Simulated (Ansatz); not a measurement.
Be₇. Charge 0, multiplicity 3. Geometry r2SCAN/def2-TZVP, that of the neutral singlet; atoms count from 1.

| atom | x (Å) | y (Å) | z (Å) |
| --- | --- | --- | --- |
| Be1 | 0.553 | -0.886 | -1.463 |
| Be2 | -0.666 | 0.645 | -0.570 |
| Be3 | 1.760 | 0.575 | -0.396 |
| Be4 | -1.398 | 0.215 | 1.183 |
| Be5 | 0.651 | -0.642 | 0.569 |
| Be6 | 0.450 | 1.251 | 1.224 |
| Be7 | -1.351 | -1.158 | -0.547 |

The charge 0 triplet is spin-contaminated (final ⟨S²⟩ up to 2.13, 2.00 for a pure state). At PBE0/def2-TZVP a singlet of charge 0 lies 0.27 eV below the triplet at the same geometry. The structure comes from a short search, and lower isomers may exist.

Question: Estimate the Mulliken populations from the PBE0/def2-TZVP orbitals of Ansatz.

Answer: 
```tsv
atom	charge (e)	spin (α − β)
Be1	-0.11	0.59
Be2	0.26	0.03
Be3	-0.10	-0.03
Be4	-0.12	0.45
Be5	0.28	0.06
Be6	-0.12	0.57
Be7	-0.11	0.34
```
Mulliken values and Mayer orders depend strongly on the basis.

Question: Where does the spin sit?

Answer: Summed by element: Be 2.00, of 2 unpaired in all. Largest on single atoms: Be1 0.59, Be6 0.57, Be4 0.45.

Question: And the Mayer bond orders between bonded heavy atoms (over 0.3)?

Answer: Be1–Be2 0.44 (2.15 Å); Be1–Be3 0.72 (2.17 Å); Be1–Be5 0.49 (2.05 Å); Be1–Be7 0.76 (2.13 Å); Be2–Be4 0.58 (1.95 Å); Be2–Be5 0.32 (2.16 Å); Be2–Be6 0.41 (2.20 Å); Be2–Be7 0.60 (1.93 Å); Be3–Be5 0.62 (1.91 Å); Be3–Be6 0.70 (2.19 Å); Be4–Be5 0.33 (2.30 Å); Be4–Be6 0.76 (2.12 Å); Be4–Be7 0.65 (2.21 Å); Be5–Be6 0.52 (2.01 Å). Values over 0.3 also appear between atoms too far apart for a bond (Be5–Be7 0.30 at 2.35 Å); they arise where an orbital or an unpaired electron spreads over both atoms.
